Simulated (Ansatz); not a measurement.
Geometry optimisation, RKS PBE/def2-SVP (Ansatz 0.2.0).

Input:

```yaml
crystal:
  periodic: [false, false, false]
  atoms:
    - { symbol: C, position_ang: [-1.1787, 0.0852, 0.3181] }
    - { symbol: C, position_ang: [0.2152, 0.0283, -0.2026] }
    - { symbol: "N", position_ang: [1.1136, 0.3976, 0.8572] }
    - { symbol: "N", position_ang: [0.5854, -1.315, -0.6796] }
    - { symbol: Se, position_ang: [0.4578, 1.2752, -1.7053] }
    - { symbol: H, position_ang: [-1.4348, 1.172, 0.6765] }
    - { symbol: H, position_ang: [-1.3703, -0.5837, 1.1424] }
    - { symbol: H, position_ang: [-1.9026, -0.0851, -0.519] }
    - { symbol: H, position_ang: [2.1279, 0.3249, 0.5513] }
    - { symbol: H, position_ang: [1.0546, -0.289, 1.6788] }
    - { symbol: H, position_ang: [-0.1625, -1.5663, -1.4268] }
    - { symbol: H, position_ang: [0.36, -1.9997, 0.1159] }
    - { symbol: H, position_ang: [1.94452, 0.807, -1.92511] }
basis:
  gaussian: { orbitals: def2-SVP }
hamiltonian:
  xc: pbe
relax:
  f_tol: 0.015
  max_steps: 40
```

Command:

```bash
$ ansatz run input.yaml --threads 2 --pin off --max-ram 3072MiB --backend cpu --events-out ev --progress --plain --runs-dir out
```

Where does it end, and by what steps?

It converged. After 8 steps the energy has fallen by 0.467 eV; H13 moved furthest, 0.31 Å.

```csv
step,energy less start (eV),largest force component (eV/Å),accepted
0,0.0000,3.166,yes
1,-0.3924,0.838,yes
2,-0.4452,0.376,yes
3,-0.4576,0.223,yes
4,-0.4628,0.093,yes
5,-0.4652,0.103,yes
6,-0.4671,0.045,yes
7,-0.4672,0.036,yes
8,-0.4674,0.009,yes
```

```xyz
13
Properties=species:S:1:pos:R:3
C -1.187 0.149 0.328
C 0.265 0.008 -0.152
N 1.150 0.385 0.920
N 0.612 -1.300 -0.710
Se 0.453 1.316 -1.706
H -1.401 1.175 0.688
H -1.361 -0.554 1.173
H -1.901 -0.105 -0.479
H 2.111 0.104 0.685
H 0.887 -0.101 1.789
H 0.016 -1.514 -1.522
H 0.426 -2.024 0.003
H 1.740 0.714 -2.134
```

Run time: 24 s on 2 threads of Arm Neoverse V2 (shared host), peak memory 0.18 GiB.
